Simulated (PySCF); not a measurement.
NMR data sheet: C6H6F2O

```
Formula                               : C6H6F2O
SMILES                                : CC1=C(F)OC(F)=CC1
Point group of the computed structure : Cs
Degrees of unsaturation               : 3
Carbon signals                        : 6
Proton signals                        : 3
```

Structure with atom numbers: `[CH3:1][C:2]1=[C:3]([F:4])[O:5][C:6]([F:7])=[CH:8][CH2:9]1`. Hydrogens are named by the atom that carries them.

Computed data (PySCF): shielding tensors at PBE0/pcSseg-1 (GIAO), coordinates at the GFN2-xTB level. One computed conformer, no solvent model, non-relativistic, equivalent nuclei averaged.

References, each an isolated molecule treated in the same way: TMS for ¹H (31.72 ppm) and ¹³C (186.93 ppm); ¹⁹F (170.95 ppm) vs CFCl3; ¹⁷O (336.08 ppm) against H2O.

```tsv
carbon	δC, type	δH (multiplicity)	HMBC from (2–3 bonds)	span of the C tensor (ppm)
C1	15.3, CH3	1.72 (s)	H(C9)	30
C2	87.9, C	–	H(C8), H(C9), H(C1)	127
C3	160.4, C	–	H(C9), H(C1)	141
C6	165.4, C	–	H(C8), H(C9)	147
C8	78.4, CH	4.35 (m)	H(C9)	114
C9	31.1, CH2	2.97 (m)	H(C8), H(C1)	24
```

Other nuclei:
```csv
atoms,nucleus,environment,δ (ppm),σ (ppm)
F7,¹⁹F,vinylic fluorine,-96.3,267.2
F4,¹⁹F,vinylic fluorine,-108.1,279.1
O5,¹⁷O,ether oxygen,176.8,159.2
```

1. Carbon types of the structure: 3 × C, 1 × CH, 1 × CH2, 1 × CH3, which accounts for all hydrogens.
2. δC 165.4, 160.4: alkene carbon bearing oxygen; an sp2 carbon further deshielded by the attached heteroatom.
3. δC 87.9, 78.4: β carbon of an enol-ether or enamine type C=C; the O or N lone pair pushes π density onto this β carbon and shields it.
4. δC 31.1: allylic sp3 CH2; a saturated carbon with 2 carbon neighbours and no heteroatom attached.
5. δC 15.3: allylic methyl carbon; saturated and bonded to C and H only.
6. δH 4.35: hydrogen on a β carbon of an enol-ether or enamine type C=C; lone-pair donation from O or N shields it, upfield of ordinary alkene protons.

Splittings by ¹⁹F in the carbon and heteronuclear signals aren't shown, as no couplings were computed. Shifts are as computed. Against solution values, carbons near 30 ppm lie about +3 ppm off and those near 130 ppm about +5 ppm. Of 1211 compounds with measured shifts, 218 miss one by over three times the rms of a fit or turn the order of signals round; such compounds aren't used in these exercises. Unscaled 19F shifts against computed CFCl3 carry errors that often reach 10 to 50 ppm. Experimental scales use liquid or dissolved standards, which lie at an offset from isolated H2O (liquid H2O: subtract about 36 ppm). No couplings were computed; multiplicities are counted from neighbouring protons, with m where these are inequivalent, close in shift, in a saturated or five-membered ring or joined by F or P, and br s for small geminal =CH2 splittings.
